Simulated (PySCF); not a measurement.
# Lu⁶³⁺: ionisation energy

Lu⁶³⁺ [He] 2s2 2p4 (3P) → Lu⁶⁴⁺ [He] 2s2 2p3 (4S), as a difference of total energies. Calculation: PySCF 2.14, in an uncontracted even-tempered set (19 s from 39 bohr⁻², ratio 2.2; 13 p from 51 bohr⁻², ratio 2.2; 5 d from 200 bohr⁻², ratio 2.4; 5 f from 300 bohr⁻², ratio 2.4; 4 g from 450 bohr⁻², ratio 2.4); the spin-free X2C one-electron Hamiltonian (Gaussian nucleus). Correlated levels: nothing frozen; virtual orbitals above 40 to 60 times the deepest correlated orbital energy dropped. The calculations carry no spin-orbit coupling.

| method | ionisation energy (eV) |
| --- | --- |
| UHF | 15225.8 |
| LDA | 15217.8 |
| PBE | 15229.0 |
| PBE0 | 15228.7 |
| r2SCAN | 15231.8 |
| B97-3 | 15228.3 |
| TPSS | 15233.0 |
| MP2 (all electrons) | 15227.6 |
| SCS-MP2 (all electrons) | 15227.7 |

Spin-orbit coupling is strong in these open shells (close to jj coupling). The scalar numbers leave it out and a first-order estimate fails, so it can dominate the gap to the real levels.

For this ion Breit and QED terms and the two-electron picture change, all absent here, outweigh the differences among the correlated methods.

For comparison: 14890 ± 19 eV (theoretical estimate listed by NIST; NIST Atomic Spectra Database, ionization energies).
